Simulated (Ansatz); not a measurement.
Consider the redistribution: `BC=O` + `N[SiH2][TeH]` → `O=CB[TeH]` + `N[SiH3]`.

Isolated molecules relaxed with PBE0-D4/def2-TZVP in Ansatz; ΔE leaves out vibrations. CCSD(T)/CBS is the MP2 limit (def2-TZVPP, def2-QZVPP) plus CCSD(T) − MP2 in def2-TZVPP, frozen cores. This one scheme is used for every species. DFT in def2-TZVPP. def2 core potentials past Kr. For Te outer-core shells are correlated without core-valence functions, which leaves a few kJ/mol of doubt a bond. Each species was taken in one conformer, which may not be the lowest.

```json
{"level": "B97M-V", "ΔE (kcal/mol)": "-4.8"}
{"level": "BHLYP-D4", "ΔE (kcal/mol)": "-3.7"}
{"level": "r2SCAN", "ΔE (kcal/mol)": "-2.6"}
{"level": "HF/CBS(def2)", "ΔE (kcal/mol)": "-4.5"}
```

Problem. What does CCSD(T)/CBS give? (Estimate.)

Solution. Computed: -3.9 kcal/mol. The listed levels differ from it by -0.9, 0.2, 1.3, -0.6 kcal/mol.

Largest T1 diagnostic among the species: 0.021, so the coupled-cluster value is less sure than usual.

At CCSD(T), def2-SVP lies −2.2 kcal/mol from the extrapolated value and def2-TZVPP −1.1 kcal/mol. From BLYP to BHLYP (50 % exact exchange), in def2-TZVPP and without D4, ΔE moves by −0.9 kcal/mol.
